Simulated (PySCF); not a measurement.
## Nonlinear optical response: `C[Si](C)(C)Oc1ccco1`, C7H12O2Si

Geometry (Å), atoms numbered from 1 in this order:
```xyz
22

C    -1.2300   -0.3509    1.8396
Si   -1.2601    0.2009    0.0547
C    -1.4883   -1.2322   -1.1223
C    -2.5170    1.5470   -0.2363
O     0.2245    0.9784   -0.3053
C     1.4390    0.4704   -0.2640
C     2.6629    1.0138   -0.5349
C     3.6074   -0.0411   -0.3075
C     2.8939   -1.1308    0.0796
O     1.5644   -0.8221    0.1074
H    -1.0074    0.4975    2.5052
H    -0.4615   -1.1222    1.9964
H    -2.2055   -0.7689    2.1353
H    -2.4753   -1.7004   -0.9793
H    -0.7155   -1.9978   -0.9593
H    -1.4214   -0.8919   -2.1674
H    -2.4777    1.9034   -1.2770
H    -2.3331    2.4067    0.4260
H    -3.5354    1.1760   -0.0401
H     2.8513    2.0344   -0.8544
H     4.6884    0.0113   -0.4204
H     3.1543   -2.1474    0.3573
```

Method used: PySCF, quadratic response CAM-B3LYP/def2-SVPD first hyperpolarisability, Taylor convention, gas phase. Geometry: PBE0-D3(BJ)/def2-SVP.

Question: Give β for the processes computed.

Answer: In au, Taylor convention; the vector part is βᵢ = ⅓ Σⱼ (βᵢⱼⱼ + βⱼᵢⱼ + βⱼⱼᵢ); β∥ is 3/5 of the vector part along the dipole, the dipole points from − to +:
| process | λ (nm) | β vector norm | β∥ | β HRS | depolarisation ratio |
| --- | --- | --- | --- | --- | --- |
| static β(0;0,0) | ∞ | 142.0 | 14.3 | 60.0 | 4.69 |
| second harmonic β(−2ω;ω,ω) | 1907 | 149.9 | 14.9 | 63.1 | 4.76 |
| Pockels β(−ω;ω,0) | 1907 | 144.6 | 14.5 | – | – |
| second harmonic β(−2ω;ω,ω) | 1064 | 170.7 | 16.5 | 71.2 | 4.92 |
| Pockels β(−ω;ω,0) | 1064 | 150.5 | 14.9 | – | – |

Question: Which lowest excitations, dipole and polarisabilities go with it?

Answer: S1 5.70 eV (f = 0.002); S2 5.85 eV (f = 0.203); S3 6.34 eV (f = 0.010); dipole 1.32 D; isotropic α 111.9 au static, 112.2 au at 1907 nm, 113.0 au at 1064 nm, 113.2 au at 953.5 nm, 116.3 au at 532 nm.
